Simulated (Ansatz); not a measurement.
Geometry optimisation, Ansatz, RKS B3LYP-D4/STO-3G.

The input (input.yaml):

```yaml
crystal:
  periodic: [false, false, false]
  atoms:
    - { symbol: Si, position_ang: [0.0, 0.0, 0.0] }
    - { symbol: Cl, position_ang: [0.0, 0.0, 2.13] }
    - { symbol: Si, position_ang: [2.0935, 0.0, -0.7393] }
    - { symbol: H, position_ang: [2.5508, -1.3762, -0.9079] }
    - { symbol: H, position_ang: [2.1573, 0.6939, -2.0222] }
    - { symbol: H, position_ang: [2.951, 0.6823, 0.2255] }
    - { symbol: Si, position_ang: [-1.0456, 1.8115, -0.7393] }
    - { symbol: H, position_ang: [-2.4302, 1.478, -1.0607] }
    - { symbol: H, position_ang: [-1.0215, 2.8436, 0.2931] }
    - { symbol: H, position_ang: [-0.3743, 2.3069, -1.9374] }
    - { symbol: Si, position_ang: [-1.0456, -1.8115, -0.7393] }
    - { symbol: H, position_ang: [-1.7029, -2.4846, 0.3772] }
    - { symbol: H, position_ang: [-2.0454, -1.4265, -1.7311] }
    - { symbol: H, position_ang: [-0.0777, -2.7173, -1.3511] }
basis:
  gaussian: { orbitals: STO-3G }
hamiltonian:
  xc: b3lyp
  dispersion: d4
relax:
  f_tol: 0.02
  max_steps: 40
```

Launched with:

```bash
$ ansatz run input.yaml --threads 1 --pin off --max-ram 2048MiB --backend cpu --events-out ev --progress --plain --runs-dir out
```

Problem. Where does it end, and by what steps?

Solution. The forces met the threshold. The force dipped under the threshold on the way, but the program's further checks kept it going. Limits of this set-up: minimal basis. After 22 steps the energy has fallen by 0.217 eV; H12 moved furthest, 1.15 Å.

```
step  energy less start (eV)  largest force component (eV/Å)  accepted
   0                  0.0000                           1.076       yes
   1                 -0.0871                           0.390       yes
   2                 -0.1514                           0.075       yes
   3                 -0.1544                           0.055       yes
   4                 -0.1660                           0.088       yes
   5                 -0.1696                           0.045       yes
   6                 -0.1729                           0.326       yes
   7                 -0.1816                           0.108       yes
   8                 -0.1835                           0.355       yes
   9                 -0.1942                           0.011       yes
  10                 -0.1943                           0.272       yes
  11                 -0.2015                           0.115       yes
  12                 -0.2076                           0.008       yes
  13                 -0.2059                           0.298        no
  14                 -0.2103                           0.072       yes
  15                 -0.2117                           0.128       yes
  16                 -0.2130                           0.096       yes
  17                 -0.2147                           0.052       yes
  18                 -0.2160                           0.049       yes
  19                 -0.2163                           0.083       yes
  20                 -0.2166                           0.048       yes
  21                 -0.2169                           0.001       yes
  22                 -0.2170                           0.004       yes
```

```xyz
14
Properties=species:S:1:pos:R:3
Si 0.009 -0.057 -0.086
Cl 0.047 -0.301 2.041
Si 2.169 0.061 -0.760
H 2.889 -1.141 -0.409
H 2.206 0.208 -2.198
H 2.837 1.198 -0.171
Si -1.122 1.862 -0.498
H -2.482 1.777 -0.019
H -0.475 2.992 0.127
H -1.157 2.090 -1.925
Si -1.053 -1.875 -0.925
H -2.391 -1.987 -0.392
H -1.145 -1.743 -2.361
H -0.325 -3.085 -0.626
```

Whether the end is a true minimum wasn't checked by a vibrational analysis.

Time of the run: 48 s on 1 thread of Intel(R) Xeon(R) 6975P-C (Granite Rapids) (shared host), peak memory 0.16 GiB.
